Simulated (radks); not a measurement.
The numbers below are computed, except where a source is named.
The cerium ion Ce4+, configuration [Xe]. Code: a radial shooting solver on a logarithmic mesh with Libxc functionals. Model: scalar-relativistic Kohn-Sham, SCAN, spin-polarised, spherical densities, finite nucleus; meta-GGA in the generalised Kohn-Sham scheme; Fermi nuclear charge, rms radius 4.8771 fm.

Normalised radial functions P(r) = r R(r), r in bohr:

| r | 5s | 5p |
|---|---|---|
| 0.001717 | 0.0559 | 0.0019 |
| 0.001983 | 0.0627 | 0.0024 |
| 0.002272 | 0.0696 | 0.0031 |
| 0.002603 | 0.0770 | 0.0039 |
| 0.002982 | 0.0850 | 0.0050 |
| 0.003444 | 0.0939 | 0.0063 |
| 0.003946 | 0.1027 | 0.0080 |
| 0.004521 | 0.1118 | 0.0101 |
| 0.005221 | 0.1214 | 0.0129 |
| 0.005981 | 0.1302 | 0.0163 |
| 0.006853 | 0.1384 | 0.0204 |
| 0.007851 | 0.1456 | 0.0256 |
| 0.009067 | 0.1514 | 0.0323 |
| 0.01039 | 0.1544 | 0.0401 |
| 0.0119 | 0.1543 | 0.0496 |
| 0.01363 | 0.1502 | 0.0609 |
| 0.01575 | 0.1403 | 0.0751 |
| 0.01804 | 0.1248 | 0.0907 |
| 0.02067 | 0.1023 | 0.1084 |
| 0.02368 | 0.0725 | 0.1279 |
| 0.02735 | 0.0325 | 0.1502 |
| 0.03133 | -0.0124 | 0.1717 |
| 0.0359 | -0.0627 | 0.1921 |
| 0.04146 | -0.1186 | 0.2103 |
| 0.0475 | -0.1696 | 0.2215 |
| 0.05441 | -0.2129 | 0.2235 |
| 0.06234 | -0.2415 | 0.2130 |
| 0.072 | -0.2479 | 0.1844 |
| 0.08249 | -0.2245 | 0.1383 |
| 0.0945 | -0.1686 | 0.0731 |
| 0.1083 | -0.0807 | -0.0091 |
| 0.125 | 0.0395 | -0.1076 |
| 0.1433 | 0.1628 | -0.1998 |
| 0.1641 | 0.2741 | -0.2765 |
| 0.1895 | 0.3510 | -0.3224 |
| 0.2172 | 0.3594 | -0.3157 |
| 0.2488 | 0.2902 | -0.2505 |
| 0.285 | 0.1442 | -0.1275 |
| 0.3292 | -0.0713 | 0.0507 |
| 0.3771 | -0.2876 | 0.2334 |
| 0.4321 | -0.4619 | 0.3910 |
| 0.495 | -0.5410 | 0.4823 |
| 0.5717 | -0.4833 | 0.4724 |
| 0.655 | -0.2911 | 0.3492 |
| 0.7504 | 0.0025 | 0.1291 |
| 0.8597 | 0.3419 | -0.1538 |
| 0.9929 | 0.6739 | -0.4650 |
| 1.138 | 0.8920 | -0.7101 |
| 1.303 | 0.9859 | -0.8692 |
| 1.505 | 0.9515 | -0.9248 |
| 1.724 | 0.8159 | -0.8686 |
| 1.976 | 0.6257 | -0.7341 |
| 2.263 | 0.4287 | -0.5581 |
| 2.614 | 0.2513 | -0.3699 |
| 2.995 | 0.1321 | -0.2219 |
| 3.431 | 0.0597 | -0.1168 |
| 3.931 | 0.0227 | -0.0532 |
| 4.54 | 0.0067 | -0.0194 |
| 5.201 | 0.0017 | -0.0062 |

5s: eigenvalue -79.990 eV, 4 radial nodes at r = 0.0302, 0.120, 0.315, 0.750 bohr, <r> = 1.47 bohr, 90 % of the charge inside 2.09 bohr. 5p: eigenvalue -60.631 eV, 3 radial nodes at r = 0.107, 0.317, 0.801 bohr, <r> = 1.64 bohr, 90 % of the charge inside 2.35 bohr.
